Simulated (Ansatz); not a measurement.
## GaSiH3F2 (SMILES [F][Ga]([F])[SiH3]): the energy to break a bond

GaSiH3F2: 7 atoms, total charge 0, spin state singlet. As SMILES, `[F][Ga]([F])[SiH3]`. Geometry: optimised at B3LYP/def2-SVP.

```xyz
7

F     0.3434   -1.7279    2.0531
Ga    0.7535   -0.8791    0.5692
F     2.3171   -1.4175   -0.0267
Si   -0.6395    0.7657   -0.4894
H     0.1891    1.6022   -1.3995
H    -1.2749    1.6090    0.5602
H    -1.6886    0.0477   -1.2670
```

Wanted: the dissociation energy of the H5–Si4 bond into doublet H and doublet GaSiH2F2 (shapes relaxed at B3LYP/def2-SVP, no zero-point term). 1 Eh = 2625.50 kJ/mol = 27.2114 eV. Totals in Eh; open shells run unrestricted unless said.

| level | program | GaSiH3F2 | doublet H | doublet GaSiH2F2 |
| --- | --- | --- | --- | --- |
| HF/def2-SVP | Ansatz | -2412.393095 | -0.499278 | -2411.780888 |
| r2SCAN/def2-SVP | Ansatz | -2415.307313 | -0.499209 | -2414.670345 |
| B3LYP/def2-SVP | Ansatz | -2415.495201 | -0.501259 | -2414.851085 |

Question: Work out the dissociation energy at each level.

Answer: 
1. HF/def2-SVP: (-0.499278) + (-2411.780888) − (-2412.393095) = 0.112929 Eh = 296.5 kJ/mol = 3.07 eV.
2. r2SCAN/def2-SVP: (-0.499209) + (-2414.670345) − (-2415.307313) = 0.137759 Eh = 361.7 kJ/mol = 3.75 eV.
3. B3LYP/def2-SVP: (-0.501259) + (-2414.851085) − (-2415.495201) = 0.142857 Eh = 375.1 kJ/mol = 3.89 eV.

The levels span 296 to 375 kJ/mol; no measured value is set beside them. Hartree–Fock lacks the correlation of the bonding electrons, so it comes out low. A bond enthalpy at 298 K also holds the loss of zero-point energy and thermal terms.
